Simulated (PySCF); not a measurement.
Job file and geometry (Å, from GFN2-xTB) of an NMR shielding run on SMILES CC[P@]1(=N)C=CCC1, C6H12NP, PySCF 2.14.0, density-fitted response routines, GIAO PBE0/pcSseg-1 NMR shielding, non-relativistic, gas phase; density fitting, a coarse starting grid and PySCF grid level 2 are the driver's defaults:

```
{"job": {"kind": "nmr", "xc": "PBE0", "basis": "pcSseg-1"}, "charge": 0, "multiplicity": 1}
C      2.323259     0.587899    -1.083196
C      1.523425    -0.477476    -0.351436
P      0.198647     0.340715     0.670716
N      0.547377     1.603942     1.512297
C     -0.702038    -1.075907     1.390499
C     -1.873699    -1.252741     0.796816
C     -2.201799    -0.384376    -0.380670
C     -1.191367     0.765882    -0.441192
H      3.185034     0.156005    -1.588947
H      1.703240     1.092938    -1.821888
H      2.672308     1.337951    -0.374609
H      1.070198    -1.190725    -1.041415
H      2.163146    -1.034514     0.340713
H      1.362839     1.523425     2.104107
H     -0.357185    -1.634909     2.245649
H     -2.593040    -2.004621     1.090623
H     -2.156553    -0.993096    -1.289216
H     -3.225246    -0.010135    -0.298522
H     -1.601873     1.688586    -0.026799
H     -0.851821     0.971835    -1.456568
```

Q: What does the program print?

A: 
```
coarse grid: 16648 points
cycle   1  E = -631.2469623233  dE =  1.140e+00  |g| = 6.750e-01  |ddm| = 4.063e+00
cycle   2  E = -631.0916191385  dE =  1.553e-01  |g| = 1.046e+00  |ddm| = 2.411e+00
cycle   3  E = -631.3463866651  dE = -2.548e-01  |g| = 2.030e-01  |ddm| = 1.824e+00
cycle   4  E = -631.3565481391  dE = -1.016e-02  |g| = 3.448e-02  |ddm| = 2.598e-01
cycle   5  E = -631.3568002165  dE = -2.521e-04  |g| = 1.287e-02  |ddm| = 3.806e-02
cycle   6  E = -631.3568336106  dE = -3.339e-05  |g| = 5.775e-03  |ddm| = 1.519e-02
cycle   7  E = -631.3568420553  dE = -8.445e-06  |g| = 7.958e-04  |ddm| = 5.429e-03
final grid: 154632 points
cycle   8  E = -631.4041855653  dE = -3.670e-05  |g| = 1.010e-02  |ddm| = 3.425e-02
cycle   9  E = -631.4041748330  dE =  1.073e-05  |g| = 1.230e-02  |ddm| = 1.941e-02
cycle  10  E = -631.4042101870  dE = -3.535e-05  |g| = 1.673e-03  |ddm| = 1.173e-02
cycle  11  E = -631.4042108716  dE = -6.846e-07  |g| = 2.950e-04  |ddm| = 2.075e-03
cycle  12  E = -631.4042108902  dE = -1.857e-08  |g| = 8.143e-05  |ddm| = 3.671e-04
cycle  13  E = -631.4042108916  dE = -1.435e-09  |g| = 3.340e-05  |ddm| = 1.187e-04
cycle  14  E = -631.4042108918  dE = -2.419e-10  |g| = 9.650e-06  |ddm| = 4.222e-05
converged SCF energy = -631.4042108918

GIAO shielding tensors (ppm)
atom      isotropic    diamagn.    paramagn.     s11        s22        s33       span
  0 C      178.150     246.551     -68.402    172.085    175.980    186.384     14.298
  1 C      156.173     256.893    -100.720    141.933    154.079    172.507     30.574
  2 P      284.263     964.697    -680.434    179.772    266.278    406.741    226.969
  3 N      222.580     318.394     -95.814    152.934    247.663    267.144    114.210
  4 C       45.437     265.430    -219.993    -64.340     53.935    146.715    211.055
  5 C       35.223     254.848    -219.624    -78.628     38.314    145.984    224.612
  6 C      154.772     248.183     -93.411    140.475    151.720    172.120     31.645
  7 C      159.822     255.962     -96.140    131.472    166.339    181.654     50.182
  8 H       30.488      27.711       2.777     25.608     27.536     38.319     12.711
  9 H       30.810      30.356       0.454     25.453     30.168     36.809     11.355
 10 H       30.055      29.664       0.391     24.977     29.850     35.337     10.360
 11 H       30.205      33.914      -3.709     26.453     29.860     34.301      7.848
 12 H       30.099      32.599      -2.501     25.527     29.386     35.382      9.855
 13 H       31.951      31.755       0.197     25.025     28.357     42.472     17.447
 14 H       25.454      32.676      -7.222     23.911     25.520     26.931      3.020
 15 H       25.113      29.972      -4.858     23.447     25.088     26.804      3.357
 16 H       29.409      30.325      -0.916     25.166     27.370     35.692     10.526
 17 H       29.021      28.932       0.090     23.937     27.082     36.045     12.108
 18 H       29.833      31.876      -2.043     24.675     28.978     35.845     11.170
 19 H       29.648      32.970      -3.321     25.380     29.391     34.174      8.793
```

Q: Turn these shieldings into chemical shifts. Scale: ¹³C (σref 186.93) and ¹H (σref 31.72) against TMS; H3PO4 for ³¹P (σref 318.38); NH3 for ¹⁵N (σref 267.73) (reference shieldings calculated alike).

A: Averaging equivalent atoms: C 5: 151.7; C 4: 141.5; C 6: 32.2; C 1: 30.8; C 7: 27.1; C 0: 8.8; P 2: 34.1; N 3: 45.1; H 15: 6.60; H 14: 6.26; H 17: 2.70; H 16: 2.31; H 19: 2.07; H 18: 1.88; H 12: 1.62; H 11: 1.51; H 8/9/10: 1.27; H 13: -0.23 ppm. Experimental scales use liquid or dissolved standards, which lie at an offset from isolated NH3 (liquid NH3: subtract about 20 ppm) and H3PO4.

Size and cost of the density-fitted run: 203 basis functions, about 100 core-seconds.
